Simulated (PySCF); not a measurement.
**Dipole moment and polarisability of propiophenone**

Species: propiophenone, C₉H₁₀O.
Numbering: `[CH3:1][CH2:2][C:3](=[O:4])[c:5]1[cH:6][cH:7][cH:8][cH:9][cH:10]1` (hydrogens: H11, H12, H13 on C1; H14, H15 on C2; H16 on C6; H17 on C7; H18 on C8; H19 on C9; H20 on C10)

Geometry (PBE0-D3(BJ)/def2-SVP, Å), atoms numbered from 1 in this order:
```
atom  x, y, z in Å
C1    -3.4782   -0.2806    0.0604
C2    -2.0147   -0.6041    0.2819
C3    -1.0827    0.3474   -0.4381
O4    -1.5172    1.2514   -1.1188
C5     0.3954    0.1506   -0.2917
C6     0.9557   -0.8872    0.4639
C7     2.3392   -1.0174    0.5604
C8     3.1735   -0.1131   -0.0954
C9     2.6225    0.9243   -0.8499
C10    1.2423    1.0537   -0.9475
H11   -3.7143    0.7330    0.4143
H12   -3.7296   -0.3120   -1.0092
H13   -4.1235   -0.9946    0.5921
H14   -1.7590   -0.5857    1.3559
H15   -1.7777   -1.6299   -0.0516
H16    0.3151   -1.6028    0.9827
H17    2.7691   -1.8298    1.1507
H18    4.2586   -0.2170   -0.0179
H19    3.2757    1.6338   -1.3634
H20    0.7806    1.8536   -1.5303
```

Level: CAM-B3LYP/def2-SVPD (PySCF), static field, nuclei fixed, core orbitals frozen in the response. The polarisability tensor in these axes (au):

```
x   143.94  -1.47   1.03
y    -1.47  95.87 -21.00
z     1.03 -21.00  82.57
```

Problem. Give the principal values, the mean and the anisotropy Δα = √{½[(α1 − α2)² + (α2 − α3)² + (α1 − α3)²]}.

Solution. Principal values 67.19, 111.15 and 144.03 au; mean 107.46 au = 15.92 Å³ = 17.72 × 10⁻⁴⁰ C²·m²/J; Δα = 66.77 au (62 % of the mean).

Problem. What is the dipole moment, and where does it point?

Solution. (1.57, -2.08, 1.56) D, 3.04 D in size, pointing from the negative to the positive side. Measured along this direction, the outermost atoms are H12, O4 and H11 at the negative end and H17 at the positive end.

Problem. What are the principal values of the traceless quadrupole moment, Θ = ½Σq(3rr − r²1), about the centre of nuclear charge?

Solution. -6.23, -4.49, 10.72 D·Å. The values depend on the origin, since the dipole doesn't vanish. The electronic extent ⟨r²⟩ about the same centre is 1726 bohr², a root-mean-square distance of 2.59 Å for the 72 electrons.

Problem. Refractivity n − 1 of an ideal gas of it at 298.15 K and 1 atm, from the electronic α?

Solution. N = p/kT = 2.4615 × 10¹⁹ cm⁻³, so n − 1 = 2π × N × 15.92 × 10⁻²⁴ cm³ = 2463 × 10⁻⁶ at long wavelengths.

Problem. Rayleigh depolarisation ratio (linearly polarised light, static tensor)?

Solution. ρ = 3Δα²/(45ᾱ² + 4Δα²) = 13376.4/(519637 + 17835.2) = 0.0249.

Problem. Form Σ f/ω² (atomic units) for the 10 lowest TDDFT singlets, given as eV and f, and set it beside the mean polarisability, which is this sum over all singlets: 4.03, 0.0000; 5.05, 0.0182; 5.45, 0.2356; 6.58, 0.2087; 6.59, 0.0057; 6.75, 0.5306; 7.04, 0.0001; 7.26, 0.0018; 7.29, 0.0088; 7.33, 0.0029.

Solution. They add up to 18.88 au, 17.6 % of the 107.46 au; the largest single term is 8.62 au, from the state at 6.75 eV. Terms in order: 0.00, 0.53, 5.88, 3.57, 0.10, 8.62, 0.00, 0.02, 0.12, 0.04 au. Higher excitations give the rest. The strengths listed sum to 1.012.

One conformer (not necessarily the lowest) at the PBE0-D3(BJ)/def2-SVP geometry, without solvent, vibrations or thermal averaging.
